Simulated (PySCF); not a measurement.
`CN(C)/C(Cl)=C/C=[N+](C)C`, [C7H14ClN2]+, charge +1

Geometry (Å), atoms numbered from 1 in this order:
```xyz
24

C     3.3915    0.1351    0.4668
N     2.1523    0.8469    0.7572
C     2.2561    2.2630    1.0842
C     0.9551    0.2758    0.7121
Cl    0.9033   -1.3572    0.1794
C    -0.2372    0.9259    1.0631
C    -1.4863    0.3205    0.9512
N    -2.6382    0.8678    1.2811
C    -3.8883    0.1464    1.1167
C    -2.7079    2.2150    1.8190
H     3.3295   -0.9070    0.7985
H     4.2085    0.6256    1.0083
H     3.6139    0.1555   -0.6121
H     2.0395    2.4412    2.1495
H     3.2768    2.5990    0.8745
H     1.5656    2.8557    0.4673
H    -0.1620    1.9404    1.4474
H    -1.5474   -0.6981    0.5579
H    -4.3936    0.0360    2.0882
H    -4.5548    0.6927    0.4321
H    -3.6939   -0.8501    0.7024
H    -2.3197    2.9448    1.0915
H    -2.1274    2.2916    2.7512
H    -3.7519    2.4646    2.0381
```

Total charge +1.

Method used: PySCF, quadratic response CAM-B3LYP/def2-SVPD first hyperpolarisability, Taylor convention, gas phase. Geometry: PBE0-D3(BJ)/def2-SVP.

Question: Give the tensor of the static β(0;0,0) in the axes of these coordinates.

Answer: In au, Taylor convention; rows are the first index (the induced dipole):
```tsv
	xx	yy	zz	xy	xz	yz
x	-59.6	-5.2	-25.0	+342.3	+132.6	-53.2
y	+342.3	-22.5	-11.1	-5.2	-53.2	+4.9
z	+132.6	+4.9	-12.9	-53.2	-25.0	-11.1
```
Norm of βᵢ = ⅓ Σⱼ (βᵢⱼⱼ + βⱼᵢⱼ + βⱼⱼᵢ): 344.7 au, hyper-Rayleigh value 223.2 au.
